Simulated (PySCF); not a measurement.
Species: C3H8N2Si.
Bonds: Si1–N2, N2–C3, C3–C4, C4–C5, C5–N6 (double), N2–N6. Hydrogens: H7, H8, H9 on Si1; H10, H11 on C3; H12, H13 on C4; H14 on C5.

Method used: TDDFT wB97X-D/def2-SVPD, vertical, gas phase, core orbitals frozen in the response (PySCF 2.14.0, density-fitted response routines). Isolated species at its GFN2-xTB geometry, gas phase.

Broadening: Gaussians 0.5 eV wide at half height, area fixed by f = 4.319×10⁻⁹ ∫ε dν̃. The width is an assumption, not a result. The curve ends short of the highest state used, and states not computed would add to its high-energy end.

(λ (nm), ε (L mol⁻¹ cm⁻¹)): (187.7, 770), (189.0, 673), (190.2, 598), (191.5, 531), (192.7, 481), (194.0, 442), (195.2, 420), (196.5, 412), (197.7, 424), (199.0, 462), (200.2, 529), (201.5, 651), (202.7, 823), (204.0, 1097), (205.2, 1450), (206.5, 1960), (207.7, 2565), (209.0, 3370), (210.2, 4247), (211.5, 5321), (212.7, 6395), (214.0, 7598), (215.2, 8692), (216.5, 9793), (217.7, 10676), (219.0, 11432), (220.2, 11904), (221.5, 12147), (222.7, 12115), (224.0, 11815), (225.2, 11317), (226.5, 10578), (227.7, 9755), (229.0, 8763), (230.2, 7800), (231.5, 6752), (232.7, 5814), (234.0, 4861), (235.2, 4058), (236.5, 3285), (237.7, 2664), (239.0, 2092), (240.2, 1652), (241.5, 1261), (242.7, 971), (244.0, 722), (245.2, 543), (246.5, 394), (247.7, 290), (249.0, 205), (250.2, 148), (251.5, 103), (252.7, 73), (254.0, 49), (255.2, 34), (256.5, 23)

Problem. Where are the band maxima, and which computed states make them?

Solution. 222 nm (5.59 eV), ε about 12000, made up of S1 (79%) and S2 (21%) (ε in L mol⁻¹ cm⁻¹; maxima over ε = 5, shares over 10%). At its high-energy end, 6.60 eV, the curve is still rising (ε about 760, from S5, S6 and S7). The states used: S1 5.58 eV (f 0.178); S2 5.59 eV (f 0.048); S3 6.14 eV (f 0.0045); S4 6.42 eV (f 0.0017); S5 6.67 eV (f 0.0083); S6 6.85 eV (f 0.0049); S7 7.16 eV (f 0.066); S8 7.20 eV (f 0.0038).

Problem. Coming from long wavelengths, where does ε first pass 100 L mol⁻¹ cm⁻¹?

Solution. At about 252 nm (4.93 eV), 0.66 eV below S1.

Problem. On this curve, what absorbance would a 10⁻³ mol/L sample give at 254 nm over a 1 cm path?

Solution. 254 nm is 4.881 eV, where ε is about 49 L mol⁻¹ cm⁻¹, so A = ε c l ≈ 0.049 (Beer–Lambert, with the gas-phase spectrum and the assumed width).

Problem. What would ε be at 5.59 eV, the highest of these maxima, with half the width (0.25 eV)?

Solution. About 24300 L mol⁻¹ cm⁻¹ against 12200, a factor of about 2.00; a lone state at its own centre would give exactly 2.
